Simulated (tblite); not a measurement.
C4H2FOS (doublet state).
Structure used (GFN2-xTB), in Å, numbered top down from 1:
```
atom  x, y, z in Å
F1     0.5929    2.0855   -0.5424
C2    -0.1729    1.0208   -0.3113
C3    -1.5119    0.8772   -0.4413
O4    -1.8863   -0.3615   -0.1430
C5    -0.8100   -1.0295    0.3044
C6     0.3016   -0.2314    0.2102
S7     1.9192   -0.5832    0.7581
H8    -0.9355   -2.0343    0.6532
H9     2.5166    0.2624   -0.0858
```

Computed values, GFN2-xTB/tblite, gas phase, harmonic and unscaled. Errors from tens to a few hundred cm⁻¹ against measured bands are possible. Modes of hydrogen on sulfur can be 10 to 20 % off. One conformer, not necessarily the lowest. Open shells enter through the occupations alone, without spin polarisation, and single modes of such species can be off by tens of per cent.

Harmonic wavenumbers (cm⁻¹): 171.0, 193.8, 221.0, 322.0, 397.1, 490.3, 506.3, 576.1, 657.5, 719.0, 837.5, 876.8, 1051.9, 1076.9, 1138.9, 1213.2, 1255.1, 1468.8, 1599.5, 2401.2, 3180.8.

A = 3521, B = 2107, C = 1321 MHz; mass 116.981 u (most abundant isotopes); point group C1, symmetry number 1; spin multiplicity 2.

**Question.** What is the zero-point energy?

**Answer.** Half the sum of the wavenumbers: 10177 cm⁻¹ = 121.75 kJ/mol.

**Question.** Give the ideal-gas entropy at 200 K and 1 bar in the rigid-rotor, harmonic-oscillator model (classical rotation).

**Answer.** Translation 159.95, rotation 111.69, vibration 27.43, spin (R ln 2) 5.76: S = 304.8 J/(mol K).

**Question.** And Cp and H(200 K) − H(0)?

**Answer.** Cp = 77.99 J/(mol K), of which vibrations give 44.73 (their classical limit is 21 R = 174.6); H(200 K) − H(0) = 10.28 kJ/mol without the zero-point energy, 3.63 from vibrations.

**Question.** Which modes carry the vibrational entropy at 200 K?

**Answer.** 171.0 cm⁻¹: 7.10; 193.8 cm⁻¹: 6.19; 221.0 cm⁻¹: 5.28; 322.0 cm⁻¹: 2.97; 397.1 cm⁻¹: 1.94; 490.3 cm⁻¹: 1.14 J/(mol K); the other 15 give 2.81 together.

**Question.** How do the functions run with temperature in this model?

**Answer.** 
```csv
T (K),S (J/(mol K)),Cp (J/(mol K)),H − H(0) (kJ/mol),G − H(0) (kJ/mol),ln q(vib)
50,232.0,36.4,1.69,-9.91,0.01
100,261.3,50.3,3.85,-22.28,0.21
298.15,340.6,102.1,19.15,-82.39,2.28
373.15,365.2,117.7,27.41,-108.87,3.23
500,402.7,138.4,43.72,-157.63,4.89
750,464.1,163.7,81.81,-266.29,8.05
1000,513.3,177.8,124.65,-388.68,10.95
```

q(vib) and H(0) count from the zero-point level.

Hindered rotation and anharmonicity are outside this model. Other conformers, if any are populated, would add a mixing term that is left out. The structure is chiral; the term R ln 2 for an equal mix with its mirror image is left out.
